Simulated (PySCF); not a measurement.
# How the method changes the shape and vibrations of B2FH2N

All numbers below are calculated, not measured. The program is PySCF 2.14.0, an open-source quantum chemistry code, run on an isolated molecule that a program drew, which may never have been made. The molecule is B2FH2N (charge 0, singlet), drawn as the SMILES string `BN=BF`.

The geometry was optimised and harmonic frequencies were computed with HF and MP2, all in the cc-pVDZ basis, for the commonest isotopes, with a restricted reference for singlets and an unrestricted one otherwise, and a frozen core in MP2. Each result is a local minimum of its method.

Geometry at the HF minimum:
```xyz
6
B2FH2N, angstrom
B     0.2790   -0.7322    2.7929
N    -0.9957   -1.2519    2.5055
B    -2.1186   -1.7120    2.2510
F    -3.2838   -2.1893    1.9876
H     0.9554   -0.2754    1.9105
H     0.6932   -0.7442    3.9211
```

Lengths of the bonds as drawn, in Å (atoms numbered as above):
| bond | HF | MP2 |
|---|---|---|
| B1-N2 | 1.406 | 1.414 |
| N2-B3 | 1.240 | 1.269 |
| B3-F4 | 1.286 | 1.308 |
| B1-H5 | 1.202 | 1.208 |
| B1-H6 | 1.202 | 1.208 |

Rotational constants, in GHz:
| constant | HF | MP2 |
|---|---|---|
| A | 231.5 | 227.3 |
| B | 3.69 | 3.58 |
| C | 3.632 | 3.525 |

Harmonic frequencies in cm^-1, each column in rising order, so a row needn't be the same motion in every method:
```
rank    HF   MP2
   1   140   125
   2   154   128
   3   485   401
   4   523   466
   5   799   753
   6  1023   971
   7  1115  1060
   8  1290  1232
   9  1429     ?
  10  2249  2112
  11  2661  2616
  12  2722  2695
```

**Estimate the missing MP2 frequency from the HF column.**

A single factor s that minimises the squared misfit of MP2 against s times HF over the other rows is sum(HF x MP2) / sum(HF^2) = 0.9674, with an rms misfit of 40 cm^-1. For rank 9 it gives 0.9674 x 1429 = 1382 cm^-1. The calculation gives 1376 cm^-1, 6 cm^-1 below the estimate. The drawn bonds are on average 1.1 % longer in MP2 than in HF.
